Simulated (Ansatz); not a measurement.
Reaction (SMILES): BN (BH2-NH2) → B atom + 4 H atom + N atom
B3LYP-D3(BJ)/def2-TZVP geometries, fixed; electronic energies without zero-point terms.

The atomisation energy at MP2 with Ansatz (an electronic-structure program), in kcal/mol, split into its Hartree-Fock and correlation parts. Cores are frozen. Open shells are unrestricted. No added dispersion term, no relativity. Functions are those of the species that has most.

| basis | X | functions | Hartree-Fock | MP2 |
|---|---|---|---|---|
| cc-pVDZ | 2 | 48 | 364.60 | 463.52 |
| cc-pVTZ | 3 | 116 | 373.12 | 490.86 |
| cc-pVQZ | 4 | 230 | 374.25 | 498.92 |
| cc-pV5Z | 5 | 402 | 374.52 | 501.64 |

Worked estimate of the basis-set limit from each neighbouring pair, with Hartree-Fock from the larger set and the correlation part extrapolated as X^-3.
Correlation parts: X = 2: 98.92, X = 3: 117.74, X = 4: 124.67, X = 5: 127.12.
- (2,3): (27·(117.74) - 8·(98.92))/19 = 125.66; with Hartree-Fock 373.12 the estimate is 498.78 kcal/mol.
- (3,4): (64·(124.67) - 27·(117.74))/37 = 129.73; with Hartree-Fock 374.25 the estimate is 503.98 kcal/mol.
- (4,5): (125·(127.12) - 64·(124.67))/61 = 129.69; with Hartree-Fock 374.52 the estimate is 504.21 kcal/mol.
The last two estimates differ by 0.23 kcal/mol; the largest set lies 2.57 from the last. Over the last step Hartree-Fock moves by 0.27 and the correlation part by 2.45.
